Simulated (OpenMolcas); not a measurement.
## Ir4+ in a ligand field

Ir4+ with 6 ligands (fluoride) in octahedral coordination (Oh) at 1.94 Å. A charge of +0.333 e stands 3.2 Å behind each ligand. Ligand basis ANO-RCC-VDZP.

- Program: OpenMolcas
- Method: SS-CASPT2, IPEA 0.25 Eh, imaginary shift 0.1 Eh (closed shells correlated: 5s 5p and the ligand valence shells)
- Basis: ANO-RCC-VDZP [7s6p4d2f]
- Scalar Hamiltonian: DKH2, point nucleus
- Active space: 5 electrons in 5 orbitals (5d)
- State averaging: 2S+1 = 6 even, 1 root; 2S+1 = 4 even, 24 roots; 2S+1 = 2 even, 75 roots
- Spin-orbit coupling: RASSI with atomic mean-field integrals over the reference wave functions

The lowest spin-free states (labels of O, the rotations of Oh), above the lowest:

| State | Degeneracy | E (cm-1) |
| --- | --- | --- |
| 2T2 | 3 | 0 |
| 2S+1 = 4 | 3 | 21240 |
| 2S+1 = 4 | 3 | 26200 |
| 2A2 | 1 | 27910 |
| 2S+1 = 2 | 3 | 28460 |
| 2S+1 = 2 | 3 | 30700 |
| 2E | 2 | 31410 |
| 2S+1 = 2 | 3 | 36210 |
| 6A1 | 1 | 36650 |
| 2S+1 = 2 | 3 | 36780 |
| 2A1 | 1 | 38460 |
| 2E | 2 | 45340 |
| 2S+1 = 4 | 1 | 51320 |
| 4E | 2 | 51770 |
| 2S+1 = 4 | 3 | 53800 |
| 4E | 2 | 54840 |
| 2A1 | 1 | 57880 |
| 2S+1 = 2 | 3 | 59280 |
| 2S+1 = 4 | 1 | 61080 |
| 2E | 2 | 61210 |

The lowest levels with spin-orbit coupling:

| E (cm-1) | Degeneracy | Label | 2S+1 | g |
| --- | --- | --- | --- | --- |
| 0 | 2 |  | 2 | 2.01 2.01 2.01 |
| 7890 | 4 | Γ8 | 2 |  |
| 23470 | 4 | Γ8 | 4 (80 %) |  |
| 26510 | 2 |  | 4 (81 %) | 1.92 1.92 1.92 |
| 27670 | 4 | Γ8 | 4 |  |
| 28950 | 2 |  | 4 | 2.60 2.60 2.60 |
| 31750 | 4 | Γ8 | 2 (57 %) |  |
| 31780 | 2 |  | 4 (54 %) | 1.57 1.57 1.57 |
| 32110 | 2 |  | 4 | 2.28 2.28 2.28 |
| 32430 | 4 | Γ8 | 4 (76 %) |  |
| 33720 | 4 | Γ8 | 4 (52 %) |  |
| 34870 | 2 |  | 2 (89 %) | 1.25 1.25 1.25 |
| 36280 | 2 |  | 2 | 0.17 0.17 0.17 |
| 39060 | 2 |  | 2 (58 %) | 0.04 0.04 0.04 |
| 39230 | 4 | Γ8 | 2 (84 %) |  |
| 39700 | 4 | Γ8 | 2 (86 %) |  |
| 41300 | 4 | Γ8 | 2 (83 %) |  |
| 43940 | 2 |  | 2 | 0.06 0.06 0.06 |
| 45060 | 4 | Γ8 | 2 (87 %) |  |
| 45150 | 2 |  | 6 (83 %) | 3.03 3.03 3.03 |

Powder χT (cm3 K/mol): 0.378 at 2 K, 0.379 at 10 K, 0.386 at 50 K, 0.393 at 100 K, 0.409 at 200 K, 0.425 at 300 K. The effective moment at 300 K is 2.828 √(χT) = 1.84 μB.

The lowest level has 2S+1 = 2, for which the spin-only value is χT = S(S+1) / 2 = 0.375 cm3 K/mol (g = 2). The computed 0.425 at 300 K differs by +0.050, through orbital momentum, spin-orbit coupling and any other state in reach. With a threefold ground state the orbital momentum is unquenched, so the spin-only value is not expected to hold.

A least-squares ligand-field fit to the states below 45000 cm-1, each weighted by its degeneracy and with a free common offset, gives 10Dq = 31381 cm-1, B = 548 cm-1 and C = 1894 cm-1 (C/B = 3.46), with an rms deviation of 360 cm-1.

The same method and metal basis give the free ion B = 794 cm-1 (fit to its terms below 60000 cm-1, rms deviation 696 cm-1), so the nephelauxetic ratio is β = 548 / 794 = 0.69; it hangs on how both fits weigh the states, and computed free-ion B values tend to be too large, so β mixes covalency with correlation.

Roots that are degenerate in the reference are averaged as groups; the widest CASPT2 spread within a group is 660 cm-1 (the 3-fold group of multiplicity 2 near 63800 cm-1 above the lowest state of its run). Shifts and gaps below about the spread of the groups concerned are not significant. Over all roots computed the reference weight is 0.68 to 0.70; a low but even weight reflects the number of correlated electrons. An orbital triplet at a regular site is open to Jahn-Teller coupling, which can distort the site and quench the lowest spin-orbit gaps and is left out. The least metal-like active orbital is 72 % on the metal (Löwdin) and no ligand orbital is active, so the numbers are rough. Ligand-to-metal charge-transfer states are missing. With no ligand orbital active B as a rule stays too high, so bands that hang on it stand too high and its fall with covalency is understated. With one d shell and no ligand orbital active, 10Dq can be off by a tenth or more. No measured value stands beside these numbers; the geometry was imposed, not optimised, and the real ion may take another.

The CASPT2 steps took 4.1 min on 1 thread of Arm Neoverse V1, with other jobs on the host; the integral step is not counted.

A state without a sure symmetry label is named by its multiplicity alone.
